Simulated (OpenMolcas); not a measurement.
# What dynamic correlation does to the levels of Co I

| Item | Value |
| --- | --- |
| Program | OpenMolcas 26.06 |
| Basis | ANO-RCC-VTZP [6s5p3d2f1g] |
| Scalar Hamiltonian | DKH2, point nucleus |
| Active space | 9 electrons in 6 orbitals (3d 4s) |
| State averaging | 2S+1 = 4 even, 20 roots; 2S+1 = 2 even, 40 roots kept (CI in the orbitals of an earlier block) |
| Spin-orbit coupling | RASSI with atomic mean-field integrals over the reference wave functions, term energies averaged over their components |

Methods on the same reference wave functions:
A. CASSCF
B. SS-CASPT2, IPEA 0.25 Eh, imaginary shift 0.1 Eh (closed shells correlated: 3s 3p)
C. MS-CASPT2, IPEA 0.25 Eh, imaginary shift 0.1 Eh (closed shells correlated: 3s 3p)
D. XMS-CASPT2, IPEA 0.25 Eh, imaginary shift 0.1 Eh (closed shells correlated: 3s 3p)

Energies in cm-1 above 3d7 4s2 4F 9/2, the measured ground level; measured values from NIST Handbook of Basic Atomic Spectroscopic Data.

```json
{"Level": "3d7 4s2 4F 9/2", "A": "0.0", "B": "0.0", "C": "0.0", "D": "0.0", "Measured": "0.0"}
{"Level": "3d7 4s2 4F 7/2", "A": "772", "B": "774", "C": "774", "D": "767", "Measured": "816"}
{"Level": "3d7 4s2 4F 5/2", "A": "1342", "B": "1341", "C": "1342", "D": "1337", "Measured": "1407"}
{"Level": "3d7 4s2 4F 3/2", "A": "1733", "B": "1728", "C": "1729", "D": "1730", "Measured": "1809"}
{"Level": "3d8 4s 4F 9/2", "A": "12388", "B": "7860", "C": "7860", "D": "14710", "Measured": "3483"}
{"Level": "3d8 4s 4F 7/2", "A": "13097", "B": "8540", "C": "8540", "D": "15370", "Measured": "4143"}
{"Level": "3d8 4s 4F 5/2", "A": "13675", "B": "9130", "C": "9130", "D": "15960", "Measured": "4690"}
{"Level": "3d8 4s 4F 3/2", "A": "14090", "B": "9550", "C": "9540", "D": "16390", "Measured": "5076"}
{"Level": "3d7 4s2 2G 9/2", "A": "17670", "B": "16590", "C": "16590", "D": "22650", "Measured": ""}
{"Level": "3d7 4s2 4P 5/2", "A": "17835", "B": "15160", "C": "15160", "D": "15550", "Measured": "13795"}
{"Level": "3d7 4s2 4P 3/2", "A": "18090", "B": "15360", "C": "15360", "D": "15880", "Measured": "14036"}
{"Level": "3d8 4s 2F 7/2", "A": "18097", "B": "11360", "C": "11360", "D": "17600", "Measured": "7442"}
{"Level": "3d7 4s2 2G 7/2", "A": "18415", "B": "17330", "C": "17330", "D": "23400", "Measured": ""}
{"Level": "3d7 4s2 4P 1/2", "A": "18447", "B": "15750", "C": "15750", "D": "16190", "Measured": "14399"}
{"Level": "3d8 4s 2F 5/2", "A": "19206", "B": "12450", "C": "12440", "D": "18660", "Measured": "8461"}
{"Level": "3d7 4s2 2P 3/2 [71 %]", "A": "23235", "B": "19390", "C": "19350", "D": "26060", "Measured": ""}
{"Level": "3d7 4s2 2P 1/2", "A": "23998", "B": "20040", "C": "20040", "D": "26600", "Measured": ""}
```

Deviations, from unrounded energies. A percentage is the sum of absolute deviations over the sum of measured energies, with the sign that they share, or ± where signs differ.

| Against measurement | Levels | A | B | C | D |
| --- | --- | --- | --- | --- | --- |
| mean absolute deviation (cm-1) | 12 | 5800 | 2500 | 2500 | 5900 |
| fine structure of the ground term (%) | 3 | -4.6 | -4.7 | -4.6 | -4.9 |
| other terms of the ground configuration (%) | 3 | +28.8 | +9.6 | +9.6 | +12.7 |
| other configurations (%) | 6 | +172.0 | +76.9 | +76.8 | +196.4 |

B, C lie about equally close to measurement and D furthest from it. The largest miss of C in the table is 3d8 4s 4F 3/2, by +4500 cm-1. The ranking rests on the paired levels alone, and a cruder setting can come out closer through cancelling errors.

Among B to D the level of the table that moves most is 3d8 4s 4F 9/2, by 6800 cm-1 (lowest in B, highest in D). Moves below CASPT2's spread within the term are not significant.

The two smallest mean deviations differ by little beside CASPT2's spread within terms, so their order carries little weight.

From A to B the spin-free energies of the other terms of 3d7 4s2 shown, above 4F, scale by factors of 0.83 to 0.94, as is usual when dynamic correlation screens the repulsion within a d or f shell.

The lowest spin-free term lies below A's lowest term by 0.624 hartree in B, 0.624 hartree in C, 0.676 hartree in D.

CASPT2 breaks the degeneracy within a term, and the mean is taken; among the terms shown or strongly mixed into the levels shown the widest spread is 2800 cm-1 (3d7 4s2 4F, D). Terms from blocks run as CI alone lack orbitals of their own. A single d shell beside an s shell can misplace configurations of different d count against each other. Without dynamic correlation excited terms often stand tens of per cent too high (terms of higher spin than the ground term too low), and those without a measured partner can miss by more than the paired ones (holds for A). The CASPT2 spread within a term exceeds the gap to the next term for 3d8 4s 4F and 3d7 4s2 4P, so the order of their levels is uncertain, and so are names and mixing where such terms share a J (holds for D). Computed and measured levels are paired by configuration, term and J; levels that our copy of the source lacks, or whose pairing is in doubt (as where it misses far off the trend of its configuration), stay unpaired and out of the deviations. Only configurations of the active space appear. The table leaves out levels that lie high or whose names do not pair safely across all columns.

A share in square brackets marks a mixed level and gives the weight of the term that names it, the lowest over the columns.
